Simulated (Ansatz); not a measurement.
`C[O][SnH2][Br]` + H₂Se → `C[O][SnH2][SeH]` + HBr at 298.15 K and 1 bar (ligand exchange at the Sn–Br bond).

Isolated molecules relaxed with PBE0-D4/def2-TZVP in Ansatz; ΔE leaves out vibrations. CCSD(T)/CBS adds triple-zeta CCSD(T) − MP2 to the extrapolated MP2 energy (def2 sets, frozen cores). Elements past krypton have def2 core potentials. For Br, Se, Sn outer-core shells are correlated without core-valence functions, which leaves a few kJ/mol of doubt a bond. Scalar relativity is left out up to krypton. One conformer a species, not always the lowest.

```
          species  CCSD(T)/CBS energy (Eh)  H − E (kJ/mol)  S (J/(mol·K))
 `C[O][SnH2][Br]`              -2903.61539           168.4          369.4
             H₂Se              -2401.89790            45.8          219.1
`C[O][SnH2][SeH]`              -2731.58380           189.2          384.4
              HBr              -2573.91920            24.6          198.6
```

H − E and S are ideal-gas, rigid-rotor, harmonic terms from PBE0-D4/def2-TZVP, for one conformer and one mirror image of each species. 1 Eh = 2625.50 kJ/mol, R = 8.31446 J/(mol·K).

Task: By hand: ΔE, ΔH, ΔS and ΔG.

Result: ΔE = (-2731.58380) + (-2573.91920) − (-2903.61539) − (-2401.89790) = 0.01029 Eh = 27.0 kJ/mol. Δ(H − E) = 189.2 + 24.6 − 168.4 − 45.8 = -0.4, so ΔH = 26.6 kJ/mol. ΔS = 384.4 + 198.6 − 369.4 − 219.1 = -5.5 J/(mol·K). ΔG = 26.6 − 298.15 × (-5.5)/1000 = 28.2 kJ/mol.

Task: By hand: the equilibrium constant, and the temperature at which ΔG would vanish if ΔH and ΔS stayed fixed.

Result: log₁₀ K = −ΔG/(RT ln 10) = -4.9. ΔH and −TΔS have one sign here, so there is no such temperature.

The number of gas molecules stays the same, so ΔS is small and ΔH decides. A doubt of 5 kJ/mol in ΔE shifts log₁₀ K by 0.9 here. Other conformers and mirror images would add mixing entropy, several J/(mol·K) or more a flexible species. Modes under 60 cm⁻¹, often nearly free rotors, make the harmonic entropy too high. These are equilibria of isolated gas molecules and say nothing of rates. Largest T1 diagnostic: 0.012 (customary marks: 0.02 for closed shells, 0.045 for open ones).

ΔS is within the doubt of such terms, so its sign, and with it that verdict, could turn.
